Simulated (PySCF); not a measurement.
**Ionisation energy of Ru²⁺ by level of theory**

Ru²⁺ [Kr] 4d6 (5D) → Ru³⁺ [Kr] 4d5 (6S), as a difference of total energies. All numbers are calculated (PySCF 2.14, the spin-free X2C one-electron Hamiltonian (Gaussian nucleus), in aug-cc-pVTZ-DK (9s8p6d3f2g, 102 functions)). Correlated levels: valence: [Kr] frozen. The calculations carry no spin-orbit coupling.

```csv
method,ionisation energy (eV)
UHF,26.526
MP2 (valence),27.776
SCS-MP2 (valence),28.007
CCSD (valence),27.774
CCSD(T) (valence),27.819
```

A first-order spin-orbit estimate (lowest level to lowest level, LS coupling) adds 0.143 eV.

Errors of the correlated levels include the incompleteness of this basis and the frozen core.

**Question.** Which method comes closest to the reference value, and which is furthest?

**Answer.** The reference is 28.47 eV (semi-empirical (NIST evaluation); NIST Atomic Spectra Database, ionization energies). Closest: SCS-MP2 (valence) (error -0.320 eV); furthest: UHF (error -1.801 eV), both after the spin-orbit estimate.
